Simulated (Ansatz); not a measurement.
`C[SiH](Cl)Cl` + NH₃ → `C[SiH](N)Cl` + HCl at 400 K and 1 bar (ligand exchange at the Si–Cl bond).

Isolated molecules relaxed with PBE0-D4/def2-TZVP in Ansatz; ΔE leaves out vibrations. CCSD(T)/CBS is the MP2 limit (def2-TZVPP, def2-QZVPP) plus CCSD(T) − MP2 in def2-TZVPP, frozen cores. This one scheme is used for every species. Each species was taken in one conformer, which may not be the lowest.

```tsv
species	CCSD(T)/CBS energy (Eh)	H − E (kJ/mol)	S (J/(mol·K))
`C[SiH](Cl)Cl`	-1249.21450	157.0	357.9
NH₃	-56.50880	104.2	203.1
`C[SiH](N)Cl`	-845.32705	224.7	364.1
HCl	-460.38127	29.6	195.4
```

H − E and S are ideal-gas, rigid-rotor, harmonic terms from PBE0-D4/def2-TZVP, for one conformer and one mirror image of each species. 1 Eh = 2625.50 kJ/mol, R = 8.31446 J/(mol·K).

By hand: ΔE, ΔH, ΔS and ΔG.

ΔE = (-845.32705) + (-460.38127) − (-1249.21450) − (-56.50880) = 0.01498 Eh = 39.3 kJ/mol. Δ(H − E) = 224.7 + 29.6 − 157.0 − 104.2 = -6.9, so ΔH = 32.4 kJ/mol. ΔS = 364.1 + 195.4 − 357.9 − 203.1 = -1.5 J/(mol·K). ΔG = 32.4 − 400 × (-1.5)/1000 = 33.0 kJ/mol.

By hand: the equilibrium constant, and the temperature at which ΔG would vanish if ΔH and ΔS stayed fixed.

log₁₀ K = −ΔG/(RT ln 10) = -4.3. ΔH and −TΔS have one sign here, so there is no such temperature.

The number of gas molecules stays the same, so ΔS is small and ΔH decides. A doubt of 5 kJ/mol in ΔE shifts log₁₀ K by 0.7 here. Other conformers and mirror images would add mixing entropy, several J/(mol·K) or more a flexible species. These are equilibria of isolated gas molecules and say nothing of rates. Largest T1 diagnostic: 0.009 (customary marks: 0.02 for closed shells, 0.045 for open ones).

ΔS is within the doubt of such terms, so its sign, and with it that verdict, could turn.
